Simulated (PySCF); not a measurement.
CH6BClO2Si, SMILES C([SiH2]Cl)B(O)O. Coordinates come from a PBE-D3(BJ)/def2-SVP optimisation. This is a generated structure with no PubChem entry under its InChIKey; it may be hypothetical. Other conformers were not sampled.

Question: Give the equilibrium geometry at PBE-D3(BJ)/def2-SVP (PySCF confirms it by a frequency run) as bond lengths and angles. (An estimate is asked for; the answer gives what the named calculation found.)

Answer: This is not unique; one that fits is 
Atoms: Si1 Cl2 C3 B4 O5 O6 H7 H8 H9 H10 H11 H12. Bonded distances (Å): Si1–Cl2 2.089, Si1–C3 1.880, Si1–H7 1.505, Si1–H8 1.501, C3–B4 1.595, C3–H9 1.110, C3–H10 1.112, B4–O5 1.371, B4–O6 1.374, O5–H11 0.971, O6–H12 0.972. Angles (°): Cl2–Si1–C3 111.2, Cl2–Si1–H7 107.3, Cl2–Si1–H8 108.0, C3–Si1–H7 109.9, C3–Si1–H8 111.1, H7–Si1–H8 109.3, Si1–C3–B4 110.1, Si1–C3–H9 108.7, Si1–C3–H10 106.8, B4–C3–H9 113.5, B4–C3–H10 110.4, H9–C3–H10 107.0, C3–B4–O5 123.5, C3–B4–O6 121.7, O5–B4–O6 114.8, B4–O5–H11 112.0, B4–O6–H12 112.6.
